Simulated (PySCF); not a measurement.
Compound: C6H8FP.
Numbering: `[CH3:1][CH2:2][p:3]1[cH:4][cH:5][cH:6][c:7]1[F:8]`

NICS = −σ at a ghost point: NICS(0) at the centroid of the ring atoms, NICS(1) 1 Å to either side along the normal of their mean plane, zz for the tensor component along that normal. Level: GIAO PBE0/pcSseg-1 (PySCF, non-relativistic, gas phase) on the GFN2-xTB geometry, one conformer.

Ring bond lengths (Å), with Mayer bond orders in brackets: P3–C4 1.803 (1.00), C4–C5 1.346 (1.73), C5–C6 1.440 (1.12), C6–C7 1.344 (1.68), C7–P3 1.815 (0.98).

Q: What do the NICS probes read (ppm)?

A: 
```
          ring                                                           type  NICS(0)  NICS(1), two faces  NICS(1)zz, two faces  rms pucker (Å)  centre to ring atoms, mean (Å)
P3–C4–C5–C6–C7  5-membered ring with P; bonds drawn aromatic by RDKit's count     -5.8         -5.4 / -5.8          -8.5 / -12.1            0.05                            1.31
```

Q: What do they say, and how far can they be read as aromaticity?

A: 
- P3–C4–C5–C6–C7: mean NICS(1)zz -10.3 ppm, shielded. A hydrogen on C1, outside the ring, lies 2.02 Å from a NICS(1) probe. The two faces differ by 3.6 ppm, so no symmetry operation interchanges them.

Q: How equal are the bonds by HOMA? HOMA = 1 − mean of α(R − Ropt)² over the ring bonds, with Krygowski's 1993 parameters (CC: Ropt 1.388 Å, α 257.7 Å⁻²; CP: Ropt 1.698 Å, α 118.91 Å⁻²).

A: 
- P3–C4–C5–C6–C7: HOMA 0.08; the largest term is that of C7–P3, α(R − Ropt)² = 1.63.

Q: What field does 9.4 T along the ring normal induce along that normal at the second NICS(1) probe listed for ring P3–C4–C5–C6–C7, 1 Å off the ring?

A: NICSzz × B0 = -12.1 ppm × 9.4 T = -114 μT, against the applied field.

Q: How shielded are the nuclei of the rings and their hydrogens (means over atoms taken as equivalent)?

A: 
```csv
atoms,environment,σ isotropic (ppm),"principal values of the symmetric part, first atom (ppm)"
P3,ring phosphorus,341.4,"278.9, 356.9, 388.2"
C4,unsaturated ring CH carbon,57.1,"-42.9, 57.4, 156.9"
C5,unsaturated ring CH carbon,43.0,"-63.6, 40.3, 152.4"
C6,unsaturated ring CH carbon,64.1,"-27.7, 73.8, 146.2"
C7,unsaturated ring carbon,-5.3,"-93.3, 11.5, 66.1"
H on C4,hydrogen on carbon,25.64,"23.1, 26.0, 27.8"
H on C5,hydrogen on carbon,24.66,"22.4, 23.5, 28.1"
H on C6,hydrogen on carbon,25.16,"23.0, 23.6, 29.0"
```

The run took about 70 s of CPU time (one thread, shared machine). This is the whole shielding run at PBE0/pcSseg-1, SCF included.

The values belong to the conformer `[CH3:1][CH2:2][p:3]1[cH:4][cH:5][cH:6][c:7]1[F:8]`: C1–C2–P3–C4 -45°.
